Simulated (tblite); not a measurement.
Species: C4H12Ge2.
Atom-mapped SMILES: `[CH2:1]=[CH:2][Ge@@H:3]([CH3:4])[CH2:5][GeH3:6]` (hydrogens: H7, H8 on C1; H9 on C2; H10 on Ge3; H11, H12, H13 on C4; H14, H15 on C5; H16, H17, H18 on Ge6)

Computed with GFN2-xTB (tblite), gas phase: L-BFGS steps from a force-field or distance-geometry start until the largest atomic force falls under 0.01 eV/Å.

At the end of the run (lengths in Å): Ge6–H17 1.494, Ge3–C4 1.980, Ge6–H18 1.494, C4–H13 1.086, Ge3–C5 1.986, Ge6–H16 1.501, C5–H14 1.090, Ge3–C5–Ge6 112.8°, C1–C2–Ge3 124.4°, C2–Ge3–C4 110.7°, C2–Ge3–C5 109.8°, C1–C2–Ge3–C4 129°, C2–Ge3–C5–Ge6 59°, H9–C2–Ge3–C4 -52°, H10–Ge3–C5–Ge6 -59°.

**Question.** These geometries were met on the way; a selection of coordinates is given. Order them by energy above the end point, lowest first.
A. Ge6–H17 1.493, Ge3–C4 1.956, Ge6–H18 1.487, C4–H13 1.092, Ge3–C5 1.965, Ge6–H16 1.485, C5–H14 1.089, Ge3–C5–Ge6 106.1°, C1–C2–Ge3 119.6°, C2–Ge3–C4 113.5°, C2–Ge3–C5 112.0°, C1–C2–Ge3–C4 93°, C2–Ge3–C5–Ge6 90°, H9–C2–Ge3–C4 -85°, H10–Ge3–C5–Ge6 -26°
B. Ge6–H17 1.494, Ge3–C4 1.985, Ge6–H18 1.493, C4–H13 1.089, Ge3–C5 2.001, Ge6–H16 1.498, C5–H14 1.092, Ge3–C5–Ge6 108.9°, C1–C2–Ge3 121.9°, C2–Ge3–C4 113.7°, C2–Ge3–C5 112.3°, C1–C2–Ge3–C4 95°, C2–Ge3–C5–Ge6 88°, H9–C2–Ge3–C4 -86°, H10–Ge3–C5–Ge6 -27°
C. Ge6–H17 1.521, Ge3–C4 1.967, Ge6–H18 1.517, C4–H13 1.074, Ge3–C5 1.974, Ge6–H16 1.519, C5–H14 1.081, Ge3–C5–Ge6 103.7°, C1–C2–Ge3 118.3°, C2–Ge3–C4 112.2°, C2–Ge3–C5 111.8°, C1–C2–Ge3–C4 95°, C2–Ge3–C5–Ge6 92°, H9–C2–Ge3–C4 -85°, H10–Ge3–C5–Ge6 -26°
D. Ge6–H17 1.494, Ge3–C4 1.982, Ge6–H18 1.496, C4–H13 1.085, Ge3–C5 1.987, Ge6–H16 1.505, C5–H14 1.088, Ge3–C5–Ge6 113.4°, C1–C2–Ge3 123.4°, C2–Ge3–C4 112.4°, C2–Ge3–C5 111.0°, C1–C2–Ge3–C4 100°, C2–Ge3–C5–Ge6 87°, H9–C2–Ge3–C4 -81°, H10–Ge3–C5–Ge6 -31°
E. Ge6–H17 1.557, Ge3–C4 1.924, Ge6–H18 1.546, C4–H13 1.128, Ge3–C5 1.949, Ge6–H16 1.538, C5–H14 1.125, Ge3–C5–Ge6 104.8°, C1–C2–Ge3 118.0°, C2–Ge3–C4 111.7°, C2–Ge3–C5 110.9°, C1–C2–Ge3–C4 96°, C2–Ge3–C5–Ge6 92°, H9–C2–Ge3–C4 -85°, H10–Ge3–C5–Ge6 -25°

**Answer.** D (0.054 eV), B (0.090 eV), A (0.153 eV), C (0.255 eV), E (0.425 eV).

```csv
step,E above end (eV),"rms distance from the end, all atoms (Å)",largest force (eV/Å),rms shift of all bonds from the end (Å)
29,0.054,0.515,0.098,0.002
15,0.090,0.558,0.180,0.005
7,0.153,0.576,0.490,0.011
2,0.255,0.586,0.518,0.013
0,0.425,0.589,1.656,0.033
```

Rows stand in the order of the answer.
